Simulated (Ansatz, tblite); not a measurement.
Spin states of Ga₂P₃, each relaxed with PBE-D4/def2-SVP in Ansatz. Electronic energies in the gas phase.

The 6-31G sets use Cartesian d functions. The xTB rows come from tblite. HSE06 is defined as in plane-wave codes, on full-range PBE exchange. Correlated methods freeze 33 core orbitals; core or outer-core shells of Ga are correlated, in sets that lack core-valence functions. The rows differ in basis, and correlated rows in double-zeta sets carry the largest basis error. In CCSD on the charge 0 doublet the largest single amplitude is 0.16, so its Hartree–Fock determinant may place the open shell otherwise than the density functionals do. The structure comes from a short search, and lower isomers may exist.

Doublet geometry:

```xyz
5

Ga    1.139    1.995   -0.190
Ga   -0.839   -2.031   -0.696
P     1.088   -0.544    0.072
P    -0.495    0.060    1.458
P    -0.894    0.520   -0.644
```

Quartet geometry (C2v within 0.1 Å):

```xyz
5

Ga   -1.3856    0.7020   -1.5422
Ga    1.4489    1.4611   -0.7464
P    -0.4078    0.4583    1.0155
P    -0.0423   -1.5901    1.6673
P     0.3868   -1.0313   -0.3941
```

⟨S²⟩: doublet 0.77 at PBE0-D4/def2-TZVP (pure 0.75), quartet 3.77 at PBE0-D4/def2-TZVP (pure 3.75).

Only these spin states were relaxed. The quartet has other bonds than the doublet, so the gap mixes isomer and spin.

Problem. Estimate which spin state lies lowest at each of these levels, and by how much: GFN1-xTB; GFN2-xTB; HF/6-31G; HF/def2-SVP; PBE-D4/def2-TZVP; r2SCAN-D4/def2-TZVP; PBE0-D4/def2-TZVP; HSE06-D4/def2-TZVP; BHLYP-D4/def2-TZVP; MP2/def2-SVP; CCSD/def2-SVP; CCSD(T)/def2-SVP.

Solution. 
| level | quartet − doublet (kJ/mol) | lowest of these | remarks |
| --- | --- | --- | --- |
| GFN1-xTB | 275.9 | doublet | – |
| GFN2-xTB | 272.7 | doublet | – |
| HF/6-31G | 125.2 | doublet | spin-contaminated (⟨S²⟩ 0.86) (doublet) |
| HF/def2-SVP | 131.8 | doublet | spin-contaminated (⟨S²⟩ 0.88) (doublet) |
| PBE-D4/def2-TZVP | 184.3 | doublet | – |
| r2SCAN-D4/def2-TZVP | 179.2 | doublet | – |
| PBE0-D4/def2-TZVP | 180.2 | doublet | – |
| HSE06-D4/def2-TZVP | 180.1 | doublet | – |
| BHLYP-D4/def2-TZVP | 167.8 | doublet | – |
| MP2/def2-SVP | 187.4 | doublet | spin-contaminated (⟨S²⟩ 0.88) (doublet) |
| CCSD/def2-SVP | 177.7 | doublet | spin-contaminated (⟨S²⟩ 0.88) (doublet) |
| CCSD(T)/def2-SVP | 183.9 | doublet | spin-contaminated (⟨S²⟩ 0.88) (doublet) |

Change of the quartet − doublet gap on mixing in exact exchange, in kJ/mol: PBE to PBE0 (25 % exact exchange) -4.1. The xTB methods have no term that favours high spin, so they put low spin too low.
